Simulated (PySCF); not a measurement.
C2H9ClSi3, SMILES C=C([SiH2][SiH2][SiH3])Cl. Coordinates come from a B3LYP-D3(BJ)/def2-SVP optimisation. The structure was generated by enumeration, and PubChem lists no compound with its InChIKey, so it may never have been made. One conformer was computed; it need not be the lowest.

Computed equilibrium geometry at B3LYP-D3(BJ)/def2-SVP (PySCF confirms it by a frequency run) as bond lengths and angles (one conformer of several):
Atoms: C1 C2 Cl3 Si4 Si5 Si6 H7 H8 H9 H10 H11 H12 H13 H14 H15. Bond lengths (Å): C1–C2 1.336, C1–H7 1.094, C1–H8 1.094, C2–Cl3 1.770, C2–Si4 1.887, Si4–Si5 2.351, Si4–H9 1.493, Si4–H10 1.492, Si5–Si6 2.354, Si5–H11 1.495, Si5–H12 1.496, Si6–H13 1.491, Si6–H14 1.489, Si6–H15 1.495. Angles (°): C2–C1–H7 119.7, C2–C1–H8 122.4, H7–C1–H8 118.0, C1–C2–Cl3 119.8, C1–C2–Si4 126.8, Cl3–C2–Si4 113.4, C2–Si4–Si5 109.2, C2–Si4–H9 107.8, C2–Si4–H10 108.8, Si5–Si4–H9 111.9, Si5–Si4–H10 109.7, H9–Si4–H10 109.5, Si4–Si5–Si6 112.3, Si4–Si5–H11 108.9, Si4–Si5–H12 108.3, Si6–Si5–H11 109.7, Si6–Si5–H12 109.5, H11–Si5–H12 108.0, Si5–Si6–H13 110.2, Si5–Si6–H14 110.5, Si5–Si6–H15 109.1, H13–Si6–H14 109.7, H13–Si6–H15 108.6, H14–Si6–H15 108.7.
Charge 0, spin multiplicity 1.
